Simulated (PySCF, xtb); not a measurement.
C3H10ClNSi, SMILES C[C@H]([Si@H](C)Cl)N. Other conformers were not sampled.

Harmonic wavenumbers (cm⁻¹) from GFN2-xTB (xtb) at its own minimum, in rising order: 36, 108, 125, 146, 162, 223, 261, 304, 328, 425, 498, 621, 629, 666, 761, 826, 834, 933, 948, 1002, 1081, 1094, 1162, 1286, 1333, 1370, 1409, 1477, 1483, 1501, 1507, 1576, 2204, 2921, 2997, 3017, 3033, 3039, 3042, 3045, 3379, 3409.

### Question
What does PBE-D3(BJ)/def2-SVP (PySCF 2.14.0) give at its own minimum? (The exact figures need the calculation; the answer reports its results.)

### Answer
51, 115, 155, 171, 183, 237, 268, 291, 336, 417, 515, 598, 647, 718, 729, 804, 820, 861, 886, 950, 1050, 1067, 1146, 1210, 1235, 1321, 1336, 1376, 1386, 1412, 1418, 1584, 2151, 2945, 2970, 2975, 3027, 3045, 3074, 3088, 3386, 3467. Paired by order, the mean absolute difference is 37 cm⁻¹ and the zero-point energies are 80.3 and 79.2 kcal/mol.
